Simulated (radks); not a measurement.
Valence configurations of the krypton ion Kr+ (all share [Ar]). Calculated with a radial shooting solver on a logarithmic mesh with Libxc functionals: scalar-relativistic Kohn-Sham, SCAN, spin-unpolarised, spherical densities, finite nucleus; meta-GGA in the generalised Kohn-Sham scheme; Fermi nuclear charge, rms radius 4.1884 fm. Order these by energy: 3d10 4s1 4p6; 3d9.5 4s2 4p5.5; 3d9 4s2 4p6; 3d10 4s1.5 4p5.5; 3d9.5 4s1.5 4p6; 3d10 4s2 4p5.

Answer. From the lowest, in eV above it: 3d10 4s2 4p5 0.000; 3d10 4s1.5 4p5.5 7.526; 3d10 4s1 4p6 15.067; 3d9.5 4s2 4p5.5 38.828; 3d9.5 4s1.5 4p6 46.574; 3d9 4s2 4p6 80.568. NIST lists [Ar] 3d10 4s2 4p5 as the ground configuration; this level of theory agrees among the configurations tried. The energies are those of spherical spin-averaged densities, not of single terms.
